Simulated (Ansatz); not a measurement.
Calculated with Ansatz (gas phase, PBE0-D4/def2-TZVP geometries, no zero-point term in ΔE). CCSD(T)/CBS is the MP2 limit (def2-TZVPP, def2-QZVPP) plus CCSD(T) − MP2 in def2-TZVPP, frozen cores. This one scheme is used for every species. Functionals use def2-TZVPP. B3LYP here is the variant with VWN-RPA as its local correlation; programs differ in this. For Ga outer-core shells are correlated without core-valence functions, which leaves a few kJ/mol of doubt a bond. Scalar relativity is left out up to krypton. Each species was taken in one conformer, which may not be the lowest.

Consider the hydrogenolysis of a Ga–C bond: `CO[CH2][GaH][OH]` + H₂ → `[OH][GaH2]` + dimethyl ether.

| level | ΔE (kJ/mol) |
| --- | --- |
| B3LYP-D4 | -42.9 |
| ωB97X-V | -47.6 |
| B2PLYP | -49.2 |
| MP2/def2-TZVPP | -38.6 |

Task: What does CCSD(T)/CBS give? (Best estimate.)

Result: Ansatz gave: -38.9 kJ/mol. The listed levels differ from it by -4.0, -8.7, -10.3, 0.3 kJ/mol.

Largest T1 diagnostic among the species: 0.015.

In def2-TZVPP, CCSD(T) changes the Hartree–Fock value by +34.4 kJ/mol (the triples alone add +5.9 kJ/mol) and MP2 by +39.3 kJ/mol. From PBE to PBE0 (25 % exact exchange), in def2-TZVPP and without D4, ΔE moves by −7.0 kJ/mol.
